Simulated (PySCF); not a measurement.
# Computed properties of C2H6B, SMILES C[B]C

C2H6B, SMILES C[B]C (connectivity only; charge and spin as stated), charge +1, multiplicity 1. Coordinates come from a r2SCAN-D4/def2-TZVP optimisation. The spin state was assumed, not searched. The isomer is the one that the SMILES or the coordinates give; other isomers of the formula were not compared. The values are those of a single conformer. All values are computed for the isolated molecule unless a solvent is named; none is compared with measurement here.

**Structure.** The optimised structure has D3d symmetry. All 21 harmonic modes at r2SCAN-D4/def2-TZVP (PySCF) are real, so it is a minimum. With heavy atoms numbered as in [CH3:1][B:2][CH3:3], the shortest bond between them is C1–B2 at 1.470 Å and the longest B2–C3 at 1.470 Å.

**Vibrations.** The strongest infrared lines (harmonic, unscaled, degenerate partners summed) lie at 1525 cm⁻¹ (478 km/mol, B 61 %, C 35 %), 2990 cm⁻¹ (220 km/mol, H 97 %), 894 cm⁻¹ (159 km/mol, H 44 %, B 30 %, C 26 %). The softest mode is at 63 cm⁻¹ and the zero-point energy is 46.0 kcal/mol.

**Electronic structure.** r2SCAN/def2-TZVPD (PySCF) places the frontier levels at -16.04 and -8.09 eV, a gap of 7.95 eV and a mean polarisability of 34.2 bohr³.

**Excitations.** TDDFT-B3LYP/def2-SVPD (PySCF) has S1 at 7.68 eV (161 nm, f = 0.000, dark); the most intense of the 10 singlets computed lies at 9.32 eV (f = 0.78). Strengths of degenerate partners are summed. T1 (TDA) is at 7.04 eV. No vertical singlet excitation falls in the visible range (under 3.1 eV).

**NMR.** GIAO shifts at KT2/pcSseg-1 (PySCF) (non-relativistic, atoms alike by connectivity averaged): ¹³C at 7.2 ppm against TMS; ¹H at 2.8 ppm against TMS; ¹¹B at 85.8 ppm against BF3.
